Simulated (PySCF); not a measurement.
formaldehyde (CH2O), SMILES C=O. Geometry: PBE0-D3(BJ)/def2-TZVPD.

TDA-M06-2X/def2-TZVPD (PySCF 2.14.0) puts the lowest singlet excitations at 3.85, 7.35, 8.53, 8.57, 8.88, 9.08 eV and the lowest triplet (TDA) at 3.31 eV.

What are the lowest singlet roots from EOM-CCSD/aug-cc-pVDZ (PySCF)? (The exact figures need the calculation; the answer reports its results.)

4.10, 7.02, 7.98, 8.04, 8.60, 9.89 eV; triplets 3.63, 6.22, 6.85 eV. S1 differs by 0.25 eV (second minus first; roots are paired by order, and the bases may differ).
